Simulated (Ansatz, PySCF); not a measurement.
Breaking the Ge1–H2 bond in CH4Ge (SMILES [CH3][GeH]) (multiplicity 1 held, fragments rigid). Energies count from the point at 1.605 Å.
Geometry at that point (charge 0, multiplicity 1):
```xyz
6

Ge    -0.264    -0.202     0.314
H     -1.283    -0.578    -0.869
C      1.007     0.726    -0.932
H      1.877     1.130    -0.417
H      0.483     1.536    -1.450
H      1.336     0.025    -1.706
```

Restricted levels (R-, RO-) in cc, def2 and unpolarised 6-31G sets keep to the state of the molecule at rest. U- levels take the lowest unrestricted solution at each point, which mixes spins at long bonds. Curves can end on different states.

Rows in LANL2DZ carry no dispersion term and start afresh at each structure. LANL2DZ brings its own core potentials from Na on.

Programs: Ansatz (Gaussian orbitals); PySCF for LANL2DZ rows. Values without a source in brackets are computed.

Problem. Predict the energy at R = 5.138 Å from R-B3LYP/cc-pVTZ.

Solution. 100.6 kcal/mol

Problem. What energy at R = 5.138 Å does U-HF/LANL2DZ give?

Solution. 50.1 kcal/mol

Problem. Give the energy at R = 5.138 Å at the level R-wB97X-V/cc-pVTZ.

Solution. 129.4 kcal/mol

Doubts at one or more of the structures used: a spin-contaminated determinant (U-HF/LANL2DZ); a restricted determinant that unrestricted orbitals would lower (R-B3LYP/cc-pVTZ, R-wB97X-V/cc-pVTZ).

Ansatz is an electronic-structure program.
